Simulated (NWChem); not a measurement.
System: SnHClF2; SMILES [F][SnH]([F])[Cl]

Here is an NWChem input.

```
start job
memory heap 200 mb stack 900 mb global 1100 mb
geometry units angstroms
  Sn    -0.254517    -0.048916     0.271968
  F     -0.826085     1.741209    -0.230645
  F     -1.133033    -1.180632    -1.043919
  Cl     1.932057    -0.126057    -0.276912
  H     -1.055021    -0.371554     1.732897
end
basis spherical
  * library def2-svp
end
ecp
  Sn library def2-ecp
end
dft
  xc xpbe96 cpbe96
  disp vdw 4
  iterations 150
end
driver
  maxiter 120
end
task dft optimize
dft
  grid fine
  convergence energy 1d-8 density 1d-7
end
task dft freq numerical
```

def2 effective core potentials on Sn; no spin-orbit coupling.

The level has its own optimisation; frequencies are unscaled.

Task: What results follow from this input? (PBE-D3(BJ)/def2-SVP with def2 effective core potentials on Sn.) Quantities: r F–Sn (Å); r Cl–Sn (Å); r H–Sn (Å); highest harmonic frequency (cm⁻¹); lowest (cm⁻¹); zero-point energy (kcal/mol).

Result: 
```
Item                               Value
---------------------------------  -----
r F–Sn (Å)                         1.943
r Cl–Sn (Å)                        2.339
r H–Sn (Å)                         1.713
highest harmonic frequency (cm⁻¹)   1907
lowest (cm⁻¹)                        129
zero-point energy (kcal/mol)         7.2
```
